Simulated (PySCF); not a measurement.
Mg(Br)(OH) (BrHMgO), SMILES [OH][Mg][Br]. Heavy atoms are numbered as in [Mg:1]([Br:2])[OH:3]. Hydrogens are named by the atom that carries them.

Geometry optimised at B3LYP-D3(BJ)/def2-TZVP. The values are those of a single conformer.

Computed with CAM-B3LYP/def2-TZVPD (PySCF).

ESP charges are fitted to the potential on shells at 1.4 to 2.0 van der Waals radii. Atomic charges (e), one atom of each kind:

```
atom     ESP fit  meta-Löwdin
-------  -------  -----------
Mg1         1.00         1.57
Br2        -0.44        -0.74
O3 (OH)    -0.98        -1.17
H on O3     0.43         0.34
```
